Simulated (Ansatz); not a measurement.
Born–Oppenheimer molecular dynamics of BCl$_{2}$FH$_{5}$NO (11 atoms, charge 0, multiplicity 1). It starts at the highest image of a converged band, a first-order saddle point between two minima.

All numbers below come from RKS BHLYP/def2-SVP (Ansatz 0.2.0).

```json
{"ensemble": "NVE (velocity Verlet)", "time step": "0.5 fs", "steps asked": "200", "starting velocities drawn for": "300 K", "seed": "10864"}
```

First frame:

```xyz
11
Properties=species:S:1:pos:R:3
B 0.177 -0.842 -0.139
O 1.062 0.086 -0.750
Cl -0.764 -1.867 -1.363
Cl 0.997 -1.888 1.153
H -0.692 1.056 0.507
N -0.912 0.061 0.632
H 0.794 1.641 -0.523
F 0.320 2.378 -0.167
H 1.764 -0.342 -1.234
H -0.906 -0.159 1.621
H -1.839 -0.123 0.262
```

(1) How far do the bonds stretch over the last three quarters of this one trajectory? (Pairs bonded in most of those frames.)

## Answers

(1) 
| bond | mean (Å) | spread (Å) | shortest | longest |
| --- | --- | --- | --- | --- |
| B1–O2 | 1.421 | 0.017 | 1.39 | 1.46 |
| B1–Cl3 | 1.864 | 0.050 | 1.76 | 1.92 |
| B1–Cl4 | 1.854 | 0.053 | 1.78 | 1.94 |
| B1–N6 | 1.620 | 0.030 | 1.58 | 1.69 |
| O2–H9 | 0.958 | 0.025 | 0.92 | 0.99 |
| H5–N6 | 1.025 | 0.009 | 1.01 | 1.04 |
| N6–H10 | 1.016 | 0.010 | 1.00 | 1.03 |
| N6–H11 | 1.016 | 0.022 | 0.98 | 1.05 |
| H7–F8 | 0.945 | 0.007 | 0.93 | 0.96 |

Mean temperature of the second half: 158 K. The conserved energy stayed within 0.22 meV per atom of its start (net change 0.074 meV per atom), so the integration is sound. A run of 0.1 ps of so small a system gives no equilibrium averages. The orbitals stay closed-shell, which can raise the energy where a bond breaks towards radicals; this wasn't checked here.

Run time: 9.1 min on 2 threads of AMD EPYC 7R13 Processor (Zen 3) (shared host), peak memory 0.31 GiB.
